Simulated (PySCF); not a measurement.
**Vibration and rotation of SrCa**

RHF-CCSD(T) constants of SrCa, ¹Σ⁺ (singlet), closed shell (basis Sr def2-SVP with ECP28, Ca def2-SVP; scalar-relativistic core potentials; PySCF 2.14; masses 87.9056 and 39.9626 u):

| Item | Value |
| --- | --- |
| ωe | 42.4 cm⁻¹ |
| ωexe | 0.575 cm⁻¹ |
| Be | 0.027884 cm⁻¹ |
| αe | 0.000411 cm⁻¹ |
| De to Sr + Ca | 0.124 eV |

What force constant and bond length do these constants imply?

Reduced mass μred = 27.473 u; k = 5.8918×10⁻⁷·μred·ωe² (u, cm⁻¹, mdyn/Å) = 0.0291 mdyn/Å; Re = √(16.8576/(μred·Be)) (u, cm⁻¹, Å) = 4.691 Å.

Estimate the centrifugal constant D from the Kratzer relation and find the Dunham coefficient a1.

D = 4Be³/ωe² = 4.82e-08 cm⁻¹; a1 = −1 − αeωe/(6Be²) = -4.74.

Correlated steps freeze 5 core orbitals. The bond is weak. Basis-set superposition, not corrected here, can be much of De in a small basis, most of all at correlated wavefunction levels.
